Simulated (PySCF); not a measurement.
A series of related compounds: SMILES c1cscp1, C3H3PS; SMILES c1cpc(C2CC2)s1, C6H7PS; SMILES FC(F)(F)c1pccs1, C4H2F3PS; `InChI=1S/C4H5PS/c1-4-5-2-3-6-4/h2-3H,1H3`; SMILES CC(=O)c1pccs1, C5H5OPS; SMILES Clc1pccs1, C3H2ClPS; `c1(C#N)cpcs1`, C4H2NPS; `InChI=1S/C4H5OPS/c1-5-4-6-2-3-7-4/h2-3H,1H3`; SMILES N#Cc1pccs1, C4H2NPS; `C=Cc1pccs1`, C5H5PS; `Fc1pccs1`, C3H2FPS; SMILES c1cpc(CC)s1, C5H7PS.

Computed data (PySCF 2.14.0 with density-fitted response routines): coordinates at the GFN2-xTB level, GIAO PBE0/pcSseg-1 shieldings. Equivalent nuclei averaged, non-relativistic Hamiltonian, isolated molecule, single conformer.

Scale: ³³S (σ = 503.73 ppm) against CS2; H3PO4 for ³¹P (σ = 318.38 ppm) (reference shieldings calculated alike).

Problem. How does the ³³S shift change along the series?

Solution. 
```json
{"compound": "c1cscp1", "change": "base", "δ (ppm)": "331", "HOMO–LUMO gap (eV)": "5.68"}
{"compound": "c1csc(C2CC2)p1", "change": "H replaced by cPr", "δ (ppm)": "334", "HOMO–LUMO gap (eV)": "5.22"}
{"compound": "FC(F)(F)c1pccs1", "change": "H replaced by CF3", "δ (ppm)": "333", "HOMO–LUMO gap (eV)": "5.46"}
{"compound": "Cc1pccs1", "change": "H replaced by CH3", "δ (ppm)": "333", "HOMO–LUMO gap (eV)": "5.50"}
{"compound": "CC(=O)c1pccs1", "change": "H replaced by COCH3", "δ (ppm)": "318", "HOMO–LUMO gap (eV)": "4.75"}
{"compound": "Clc1pccs1", "change": "H replaced by Cl", "δ (ppm)": "353", "HOMO–LUMO gap (eV)": "5.24"}
{"compound": "N#Cc1cpcs1", "change": "H replaced by CN", "δ (ppm)": "374", "HOMO–LUMO gap (eV)": "5.26"}
{"compound": "COc1pccs1", "change": "H replaced by OCH3", "δ (ppm)": "258", "HOMO–LUMO gap (eV)": "5.30"}
{"compound": "N#Cc1pccs1", "change": "H replaced by CN", "δ (ppm)": "378", "HOMO–LUMO gap (eV)": "4.96"}
{"compound": "C=Cc1pccs1", "change": "H replaced by vinyl", "δ (ppm)": "299", "HOMO–LUMO gap (eV)": "4.50"}
{"compound": "Fc1pccs1", "change": "H replaced by F", "δ (ppm)": "290", "HOMO–LUMO gap (eV)": "5.58"}
{"compound": "CCc1pccs1", "change": "H replaced by C2H5", "δ (ppm)": "326", "HOMO–LUMO gap (eV)": "5.49"}
```

Problem. How does the ³¹P shift change along the series?

Solution. 
```tsv
compound	change	δ (ppm)	HOMO–LUMO gap (eV)
c1cscp1	base	227.5	5.68
c1csc(C2CC2)p1	H replaced by cPr	186.3	5.22
FC(F)(F)c1pccs1	H replaced by CF3	252.7	5.46
Cc1pccs1	H replaced by CH3	219.4	5.50
CC(=O)c1pccs1	H replaced by COCH3	290.1	4.75
Clc1pccs1	H replaced by Cl	223.8	5.24
N#Cc1cpcs1	H replaced by CN	233.4	5.26
COc1pccs1	H replaced by OCH3	132.5	5.30
N#Cc1pccs1	H replaced by CN	294.2	4.96
C=Cc1pccs1	H replaced by vinyl	240.0	4.50
Fc1pccs1	H replaced by F	145.0	5.58
CCc1pccs1	H replaced by C2H5	214.0	5.49
```
